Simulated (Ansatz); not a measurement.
`[SiH3][TeH]` + `[SiH3]`• → `[SiH3][Te]`• + SiH₄  (hydrogen abstraction from a Te–H bond)

Program: Ansatz. Geometries: PBE0-D4/def2-TZVP. ΔE: electronic, gas phase. CBS: MP2 limit from def2 TZ/QZ plus the TZ coupled-cluster correction, frozen cores. This one scheme is used for every species. Functionals use def2-TZVPP. Open shells (•) are unrestricted, without spin–orbit coupling. def2 core potentials past Kr. For Te outer-core shells are correlated without core-valence functions, which leaves a few kJ/mol of doubt a bond.

```tsv
level	ΔE (eV)
CAM-B3LYP-D4	-1.01
HF/CBS(def2)	-1.18
```

Task: What does CCSD(T)/CBS give? (An estimate is asked.)

Result: Ansatz gave: -0.93 eV. The listed levels differ from it by -0.08, -0.25 eV.

Largest T1 diagnostic among the species: 0.015.

From PBE to PBE0 (25 % exact exchange), in def2-TZVPP and without D4, ΔE moves by −0.06 eV. Leaving LDA and LC-ωPBE aside and taking each functional with its dispersion term where it has one, the values, not all of them listed here, spread over 0.26 eV, from ωB97M-V to PBE-D4. LDA lies +0.08 eV from PBE without D4. At CCSD(T), def2-SVP lies −0.10 eV from the extrapolated value and def2-TZVPP −0.03 eV.
